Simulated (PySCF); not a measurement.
## Group charges in `C/C=C/[C@H](C#N)/C=N/C`

Compound: C7H10N2.
SMILES with atom numbers: `[CH3:1]/[CH:2]=[CH:3]/[C@H:4]([C:5]#[N:6])/[CH:7]=[N:8]/[CH3:9]` (hydrogens: H10, H11, H12 on C1; H13 on C2; H14 on C3; H15 on C4; H16 on C7; H17, H18, H19 on C9)

Geometry (GFN2-xTB, Å), atoms numbered from 1 in this order:
```
atom  x, y, z in Å
C1    -3.1806   -0.5066    0.9444
C2    -1.9135    0.2588    0.7726
C3    -1.1171    0.1568   -0.2772
C4     0.1642    0.9389   -0.4349
C5     0.1014    1.7027   -1.6612
N6     0.0383    2.2827   -2.6439
C7     1.3343   -0.0055   -0.5017
N8     2.2296    0.0442    0.3712
C9     3.3340   -0.8587    0.3425
H10   -3.3403   -1.1931    0.1169
H11   -3.1553   -1.0713    1.8757
H12   -4.0246    0.1805    0.9988
H13   -1.6621    0.9347    1.5803
H14   -1.3536   -0.5135   -1.0932
H15    0.3094    1.6235    0.4074
H16    1.3257   -0.7216   -1.3367
H17    3.3499   -1.4014    1.2883
H18    4.2501   -0.2703    0.2830
H19    3.3002   -1.5716   -0.4924
```

Atomic charges (e) from the PBE0/pcSseg-1 density (PySCF):

```
atom  Mulliken      IAO  Hirshfeld  ESP-fitted
  C1   -0.2125  -0.4236    -0.1113     -0.5554
  C2   -0.1902  -0.1177    -0.0271     +0.0934
  C3   -0.0820  -0.1592    -0.0493     -0.1964
  C4   -0.2889  -0.1600    -0.0101     -0.5879
  C5   +0.1589  +0.1412    +0.0822     +0.5580
  N6   -0.2451  -0.2463    -0.2295     -0.5175
  C7   +0.1674  +0.0367    +0.0492     +0.4447
  N8   -0.4025  -0.2540    -0.1389     -0.4204
  C9   -0.1024  -0.3052    -0.0682     -0.1976
 H10   +0.1163  +0.1478    +0.0488     +0.1607
 H11   +0.1304  +0.1555    +0.0504     +0.1649
 H12   +0.1342  +0.1579    +0.0517     +0.1676
 H13   +0.1033  +0.1447    +0.0505     +0.1224
 H14   +0.1123  +0.1450    +0.0465     +0.1733
 H15   +0.1652  +0.1902    +0.0668     +0.2157
 H16   +0.0896  +0.1065    +0.0436     +0.0341
 H17   +0.1267  +0.1624    +0.0532     +0.1375
 H18   +0.1295  +0.1643    +0.0547     +0.1350
 H19   +0.0896  +0.1138    +0.0366     +0.0680
```

Q: Cut each of the bonds C1–C2, C2–C3, C3–C4, C5–C4, C7–C4, N8–C7 and C9–N8 in turn and sum the charges on the side of the atom named first.

A: In e; the other side holds the opposite charge:

```json
{"bond cut": "C1–C2", "piece": "CH3", "atoms": "4", "Mulliken": "+0.168", "IAO": "+0.038", "Hirshfeld": "+0.040", "ESP-fitted": "-0.062"}
{"bond cut": "C2–C3", "piece": "C2H4", "atoms": "6", "Mulliken": "+0.082", "IAO": "+0.065", "Hirshfeld": "+0.063", "ESP-fitted": "+0.154"}
{"bond cut": "C3–C4", "piece": "C3H5", "atoms": "8", "Mulliken": "+0.112", "IAO": "+0.050", "Hirshfeld": "+0.060", "ESP-fitted": "+0.131"}
{"bond cut": "C5–C4", "piece": "CN", "atoms": "2", "Mulliken": "-0.086", "IAO": "-0.105", "Hirshfeld": "-0.147", "ESP-fitted": "+0.041"}
{"bond cut": "C7–C4", "piece": "C2H4N", "atoms": "7", "Mulliken": "+0.098", "IAO": "+0.025", "Hirshfeld": "+0.030", "ESP-fitted": "+0.201"}
{"bond cut": "N8–C7", "piece": "CH3N", "atoms": "5", "Mulliken": "-0.159", "IAO": "-0.119", "Hirshfeld": "-0.063", "ESP-fitted": "-0.277"}
{"bond cut": "C9–N8", "piece": "CH3", "atoms": "4", "Mulliken": "+0.243", "IAO": "+0.135", "Hirshfeld": "+0.076", "ESP-fitted": "+0.143"}
```

Extremes among these pieces. Mulliken: lowest CH3N at N8, highest CH3 at C9; IAO: lowest CH3N at N8, highest CH3 at C9; Hirshfeld: lowest CN at C5, highest CH3 at C9; ESP-fitted: lowest CH3N at N8, highest C2H4N at C7.

Q: Do the schemes agree better on the pieces than on the single atoms at the cuts?

A: The spread between schemes averages 0.164 e for the pieces and 0.325 e for the atoms named first; it is smaller for the piece at 7 of the 7 cuts. On average they agree better on the pieces. The sign differs between schemes (beyond ±0.03 e) for CH3 at C1 and CN at C5.

Geometry: GFN2-xTB, one conformer, isolated molecule.
